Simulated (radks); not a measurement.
The numbers below are computed, except where a source is named.
Task: Valence configurations of Ce IV (all share [Xe]). Code: a radial shooting solver on a logarithmic mesh with Libxc functionals. Model: scalar-relativistic Kohn-Sham, r2SCAN, spin-polarised, spherical densities, finite nucleus; open shells are filled with parallel spins first (spin-orbit coupling, left out, can overturn this in heavy ions); meta-GGA in the generalised Kohn-Sham scheme; Fermi nuclear charge, rms radius 4.8771 fm. Order these by energy: 6s1; 6p1; 4f0.5 6s0.5; 4f0.5 5d0.5; 4f1; 5d1; 4f0.5 6p0.5.

Result: From the lowest, in eV above it: 4f1 0.000; 4f0.5 5d0.5 3.117; 4f0.5 6s0.5 5.051; 5d1 7.205; 4f0.5 6p0.5 7.317; 6s1 11.482; 6p1 16.337. NIST lists [Xe] 4f1 as the ground configuration; this level of theory agrees among the configurations tried. The energies are those of spherical high-spin densities, not of single terms.
